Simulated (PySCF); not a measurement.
Yb(NH2)3: from a saddle point downhill

PySCF 2.14.0, RKS BP86, Yb lcecp-1-SVP with ECP59, N def2-SVP, H def2-SVP; non-relativistic Hamiltonian with scalar-relativistic core potentials where named; density fitting; no spin-orbit coupling. Relaxed within the symmetry of its start, the geometry (D3h) is

```xyz
10

Yb    0.0000    0.0000    0.0000
N     2.1651    0.0000    0.0000
H     2.8007    0.0000    0.8114
H     2.8007    0.0000   -0.8114
N    -1.0826    1.8750    0.0000
H    -1.4004    2.4255    0.8114
H    -1.4004    2.4255   -0.8114
N    -1.0825   -1.8750    0.0000
H    -1.4003   -2.4255    0.8114
H    -1.4003   -2.4255   -0.8114
```

and its lowest harmonic modes are -462, -462, -434, -73, 126, 126 cm⁻¹ (negative: unstable). It was moved along the lowest mode and relaxed again.

Question: Where does it end, and how much lower?

Answer: In Cs, nearly D3h, 0.898 eV lower, after 42 steps:
```xyz
10

Yb   -0.0039    0.0105   -0.0376
N     2.1262    0.0040   -0.2354
H     2.7696    0.8092   -0.2423
H     2.7325   -0.8249   -0.3235
N    -1.0634    1.8539    0.2163
H    -2.0776    1.9758    0.3564
H    -0.6745    2.8082    0.2417
N    -1.0638   -1.8483   -0.0032
H    -2.0780   -1.9921    0.1112
H    -0.6671   -2.7961   -0.0835
```

Question: How do the contacts change?

Answer: 
| contact | saddle (Å) | end (Å) |
| --- | --- | --- |
| Yb1–N2 (NH2) | 2.165 | 2.139 |
| Yb1–N5 (NH2) | 2.165 | 2.141 |
| Yb1–N8 (NH2) | 2.165 | 2.140 |


Question: Is the end a minimum?

Answer: Yes, as far as the noise of the softest modes lets one tell (those above −25 cm⁻¹ count as noise); lowest modes 14, 104, 107, 254, 257, 260 cm⁻¹.

An lcecp potential fixes the number of 4f electrons, so in runs with it no electron can move into or out of that shell.

State: singlet in the valence, with the 4f electrons in the core potential.
